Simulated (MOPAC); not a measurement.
Input file for MOPAC: PM3 on BH3Se2 (SMILES [SeH]B[SeH]), a point of a torsion scan.

```
PM3 1SCF PRECISE CHARGE=0 THREADS=1
BH3Se2

Se    -1.93164709 1    -0.21648942 1    -0.63158641 1
B     -0.32326402 1     0.95075755 1    -0.61812656 1
Se    -0.44476059 1     2.68562592 1     0.07277058 1
H     -1.68917476 1    -0.78577087 1     0.66552574 1
H      0.67524274 1     0.54061010 1    -1.06597755 1
H      0.92595434 1     3.10194087 1    -0.13361822 1
```

Output:

```
*******************************************************************************
 **                                                                           **
 **                              MOPAC v23.2.5                                **
 **                                                                           **
 *******************************************************************************
 ** MOPAC's Digital Object Identifier: https://doi.org/10.5281/zenodo.6511958 **
 **                                                                           **
 ** Please cite the open-source release paper for use of this MOPAC version:  **
 ** J. E. Moussa and J. J. P. Stewart (2026)                                  **
 ** MOPAC: An open-source semiempirical molecular orbital program             **
 ** J. Open Source Softw., 11(119), 8025, https://doi.org/10.21105/joss.08025 **
 *******************************************************************************

                              PM3 CALCULATION RESULTS

 *******************************************************************************
 *  PM3        - The PM3 Hamiltonian to be used
 *
 *
 *
 *                 CHARGE ON SYSTEM = 0
 *
 *
 *
 *  PRECISE    - TIGHTER CRITERIA TO BE USED
 *  1SCF       - DO 1 SCF AND THEN STOP
 *  THREADS=1  - MULTI-THREADING NOT USED
 *  T=         - A TIME OF 172800.0 SECONDS REQUESTED
 *  DUMP=N     - RESTART FILE WRITTEN EVERY 7200.0 SECONDS REQUESTED
 *******************************************************************************
PM3 1SCF PRECISE CHARGE=0 THREADS=1
 BH3Se2

   ATOM   CHEMICAL          X               Y               Z
  NUMBER   SYMBOL      (ANGSTROMS)     (ANGSTROMS)     (ANGSTROMS)

     1      Se         -1.93164709  *  -0.21648942  *  -0.63158641  *
     2       B         -0.32326402  *   0.95075755  *  -0.61812656  *
     3      Se         -0.44476059  *   2.68562592  *   0.07277058  *
     4       H         -1.68917476  *  -0.78577087  *   0.66552574  *
     5       H          0.67524274  *   0.54061010  *  -1.06597755  *
     6       H          0.92595434  *   3.10194087  *  -0.13361822  *



          CARTESIAN COORDINATES

    NO.       ATOM           X           Y           Z

     1        Se         -1.9316     -0.2165     -0.6316
     2         B         -0.3233      0.9508     -0.6181
     3        Se         -0.4448      2.6856      0.0728
     4         H         -1.6892     -0.7858      0.6655
     5         H          0.6752      0.5406     -1.0660
     6         H          0.9260      3.1019     -0.1336

  H: (PM3): J. J. P. STEWART, J. COMP. CHEM. 10, 209 (1989).
  B: (PM3): J. J. P. STEWART, J. MOL. MOD., 10, 155-164 (2004)
 Se: (PM3): J. J. P. STEWART, J. COMP. CHEM. 12, 320-341 (1991).

           Empirical Formula: H3 Se2 B  =     6 atoms



      MOLECULAR POINT GROUP   :   C1


      RHF CALCULATION, NO. OF DOUBLY OCCUPIED LEVELS = 9


 -------------------------------------------------------------------------------
 PM3 1SCF PRECISE CHARGE=0 THREADS=1
 BH3Se2



     1SCF WAS SPECIFIED, SO BFGS WAS NOT USED
     SCF FIELD WAS ACHIEVED


                              PM3 CALCULATION
                                                       MOPAC v23.2.5 Linux




          FINAL HEAT OF FORMATION =         27.44417 KCAL/MOL =     114.82641 KJ/MOL


          COSMO AREA              =        115.09 SQUARE ANGSTROMS
          COSMO VOLUME            =        103.06 CUBIC ANGSTROMS

          IONIZATION POTENTIAL    =          9.419935 EV
          HOMO LUMO ENERGIES (EV) =         -9.420 -1.127
          NO. OF FILLED LEVELS    =          9
          MOLECULAR WEIGHT        =        171.7537         POINT GROUP:  C1

          MOLECULAR DIMENSIONS (Angstroms)

            Atom       Atom       Distance
            H     6    H     4     4.75309
           Se     3    H     5     2.50116
           Se     1    H     6     1.31213


          SCF CALCULATIONS        =          1





   ATOM   CHEMICAL          X               Y               Z
  NUMBER   SYMBOL      (ANGSTROMS)     (ANGSTROMS)     (ANGSTROMS)

     1      Se         -1.93164709  *  -0.21648942  *  -0.63158641  *
     2       B         -0.32326402  *   0.95075755  *  -0.61812656  *
     3      Se         -0.44476059  *   2.68562592  *   0.07277058  *
     4       H         -1.68917476  *  -0.78577087  *   0.66552574  *
     5       H          0.67524274  *   0.54061010  *  -1.06597755  *
     6       H          0.92595434  *   3.10194087  *  -0.13361822  *

                             CARTESIAN COORDINATES

   1   Se       -1.931647090    -0.216489420    -0.631586410
   2    B       -0.323264020     0.950757550    -0.618126560
   3   Se       -0.444760590     2.685625920     0.072770580
   4    H       -1.689174760    -0.785770870     0.665525740
   5    H        0.675242740     0.540610100    -1.065977550
   6    H        0.925954340     3.101940870    -0.133618220


           Empirical Formula: H3 Se2 B  =     6 atoms



      MOLECULAR POINT GROUP   :   C1


                  EIGENVALUES
 -24.02419 -20.42918 -17.71375 -15.72887 -13.76207 -11.63009 -11.12632 -10.59846
  -9.41994  -1.12724  -0.94328  -0.80197   0.15615   0.58228   3.87192


              NET ATOMIC CHARGES AND DIPOLE CONTRIBUTIONS

  ATOM NO.   TYPE          CHARGE      No. of ELECS.   s-Pop       p-Pop
    1         Se           0.053308        5.9467     1.83101     4.11568
    2          B          -0.310429        3.3104     1.05230     2.25813
    3         Se           0.165823        5.8342     1.81969     4.01448
    4          H           0.026501        0.9735     0.97350
    5          H           0.062554        0.9374     0.93745
    6          H           0.002243        0.9978     0.99776
 DIPOLE           X         Y         Z       TOTAL
 POINT-CHG.    -0.369     0.762     0.581     1.027
 HYBRID         2.150    -0.488     0.434     2.247
 SUM            1.781     0.274     1.015     2.068


          ATOMIC ORBITAL ELECTRON POPULATIONS

     Atom    s        px        py        pz
    1 Se   1.83101   1.35292   1.54432   1.21844
    2  B   1.05230   0.94271   0.87461   0.44081
    3 Se   1.81969   1.14427   1.22727   1.64295
    4  H   0.97350
    5  H   0.93745
    6  H   0.99776

 **********************
 *                    *
 * JOB ENDED NORMALLY *
 *                    *
 **********************




 == MOPAC DONE ==
```

The run finished.

Cost: about 0.03 core-seconds (a rough figure).
